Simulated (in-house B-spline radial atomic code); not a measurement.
# The strontium ion Sr²⁺: [Ar] 3d10 4s2 4p6

Level of theory: non-relativistic HSE06, spin-polarised, spherical fractional occupations, exact exchange averaged over the configuration, point nucleus; calculated with an all-electron radial atomic-structure program (B-spline basis).

Z_r = [3n² - l(l+1)]/(2<r>); Z_e = n√(-2ε); the last column is Slater's effective charge. Values are occupation-weighted means over spin.

```json
{"shell": "1s", "electrons": "2", "ε (eV)": "-15693", "<r> (bohr)": "0.04018", "Z_r": "37.33", "Z_e": "33.96", "Slater": "37.70"}
{"shell": "2s", "electrons": "2", "ε (eV)": "-2123.6", "<r> (bohr)": "0.1769", "Z_r": "33.92", "Z_e": "24.99", "Slater": "33.85"}
{"shell": "2p", "electrons": "6", "ε (eV)": "-1934", "<r> (bohr)": "0.1523", "Z_r": "32.84", "Z_e": "23.85", "Slater": "33.85"}
{"shell": "3s", "electrons": "2", "ε (eV)": "-346.43", "<r> (bohr)": "0.5023", "Z_r": "26.88", "Z_e": "15.14", "Slater": "26.75"}
{"shell": "3p", "electrons": "6", "ε (eV)": "-276.59", "<r> (bohr)": "0.5025", "Z_r": "24.88", "Z_e": "13.53", "Slater": "26.75"}
{"shell": "3d", "electrons": "10", "ε (eV)": "-150.39", "<r> (bohr)": "0.4963", "Z_r": "21.16", "Z_e": "9.97", "Slater": "16.85"}
{"shell": "4s", "electrons": "2", "ε (eV)": "-55.962", "<r> (bohr)": "1.381", "Z_r": "17.38", "Z_e": "8.11", "Slater": "10.25"}
{"shell": "4p", "electrons": "6", "ε (eV)": "-37.945", "<r> (bohr)": "1.557", "Z_r": "14.78", "Z_e": "6.68", "Slater": "10.25"}
```

The least bound orbital is 4p at -37.94 eV, and it is also the most diffuse (<r> = 1.557 bohr).
